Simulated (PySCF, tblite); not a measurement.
A database entry of computed molecular properties. Lists by class give the value and the number of equivalent atoms.

```json
{
 "formula": "C6H14N",
 "smiles": "C[N+]1(C)CCCC1",
 "inchi": "InChI=1S/C6H14N/c1-7(2)5-3-4-6-7/h3-6H2,1-2H3/q+1",
 "charge": 1,
 "multiplicity": 1,
 "geometry_level": "GFN2-xTB",
 "atoms_angstrom": [
  ["C", -1.334, 1.301, -0.167],
  ["N", -0.568, 0.044, -0.1],
  ["C", -1.483, -1.087, -0.331],
  ["C", 0.534, 0.04, -1.124],
  ["C", 1.829, 0.25, -0.349],
  ["C", 1.543, -0.503, 0.945],
  ["C", 0.107, -0.086, 1.238],
  ["H", -2.066, 1.336, 0.639],
  ["H", -1.86, 1.371, -1.118],
  ["H", -0.663, 2.153, -0.071],
  ["H", -2.306, -1.056, 0.381],
  ["H", -0.95, -2.029, -0.214],
  ["H", -1.894, -1.035, -1.338],
  ["H", 0.352, 0.804, -1.877],
  ["H", 0.552, -0.935, -1.612],
  ["H", 2.005, 1.307, -0.149],
  ["H", 2.687, -0.144, -0.887],
  ["H", 2.214, -0.227, 1.753],
  ["H", 1.62, -1.579, 0.789],
  ["H", -0.429, -0.796, 1.864],
  ["H", 0.099, 0.887, 1.73]
 ],
 "electronic_structure_code": "PySCF",
 "results": {
  "GFN2-xTB geometry": {
   "point_group": "C2",
   "rotational_constants_GHz": [4.031, 2.291, 2.148]
  },
  "PBE0/pcSseg-1 ground state and GIAO shieldings, non-relativistic": {
   "homo_eV": -14.04,
   "lumo_eV": -3.28,
   "shift_vs_computed_TMS_C_by_class_ppm": [
    [71.2, 2],
    [56.8, 2],
    [30.4, 2]
   ],
   "shift_vs_computed_TMS_H_by_class_ppm": [
    [3.52, 4],
    [3.19, 6],
    [2.51, 4]
   ],
   "shielding_other_nuclei_by_class_ppm": [
    ["N", 186.6, 1]
   ],
   "charges_hirshfeld_e_by_atom": [-0.03, 0.11, -0.03, 0.01, -0.05, -0.05, 0.01, 0.08, 0.08, 0.08, 0.08, 0.08, 0.08, 0.07, 0.07, 0.06, 0.08, 0.08, 0.06, 0.07, 0.07]
  },
  "GFN2-xTB harmonic vibrations, gas phase": {
   "strongest_ir_bands_cm-1_km_per_mol_modes": [
    [1002.8, 26.1, 2],
    [1408.0, 20.8, 1],
    [1446.7, 25.9, 1],
    [1461.3, 24.8, 2],
    [1474.3, 18.6, 1],
    [3020.8, 26.8, 1]
   ],
   "zpe_kcal_per_mol": 122.8
  }
 }
}
```

The rotational constants make it an asymmetric top with κ = (2B − A − C)/(A − C) = -0.85, nearer the prolate limit (−1). The zero-point energy, half the sum of the 57 harmonic wavenumbers, equals 42950 cm⁻¹ or 514 kJ/mol. With B = h/(8π²I), that is 505.379 GHz u Å² over I, the principal moments of inertia are 125.4, 220.6 and 235.3 u Å² (most abundant isotopes); the inertial defect Ic − Ia − Ib is -110.7 u Å² (zero for a rigid planar frame, negative otherwise).

 NMR classes are plain means over equivalent atoms (diastereotopic ones count apart unless rotation or inversion swaps them), as if these changed places fast; in this geometry the members of some classes differ.

One conformer stands for the species.
